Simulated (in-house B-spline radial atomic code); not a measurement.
## Rb4+: [He] 2s1 2p6 3s2 3p6 3d10 4s2 4p4 (with a hole in an inner shell)

Level of theory: Dirac-Hartree-Fock, average of configuration, Fermi nucleus of rms radius 4.2036 fm; calculated with a radial B-spline atomic code at the basis-set limit.

Effective charges: Z_r = [3n² - l(l+1)]/(2<r>) from the radius, Z_e = n√(-2ε) from the energy, and Slater's rules. Values are occupation-weighted means over j. An effective charge above Z reflects the relativistic contraction of the inner shells.

```csv
shell,electrons,ε (eV),<r> (bohr),Z_r,Z_e,Slater
1s,2,-15454,0.04028,37.24,33.70,36.70
2s,1,-2234,0.1769,33.93,25.63,33.20
2p,6,-1982,0.1536,32.55,24.14,33.20
3s,2,-414.85,0.4972,27.15,16.57,26.60
3p,6,-335.38,0.5025,24.88,14.89,26.60
3d,10,-201.42,0.4948,21.22,11.54,16.85
4s,2,-92.152,1.33,18.05,10.41,10.95
4p,4,-71.094,1.464,15.71,9.14,10.95
```

The least bound orbital is 4p3/2 at -70.65 eV, and it is also the most diffuse (<r> = 1.472 bohr). The part-filled 2s shell lies below the filled 4s shell in orbital energy.

Spin-orbit splittings of the orbital energies (j = l + 1/2 above j = l - 1/2 when positive): 2p 62.51 eV, 3p 10.21 eV, 3d 1.869 eV, 4p 1.321 eV.

For the 1s electron the small component carries 1.81 % of the norm, the zero-frequency Breit interaction raises the level by 25.24 eV, self-energy by 13.75 eV, and vacuum polarisation lowers it by 1.455 eV.
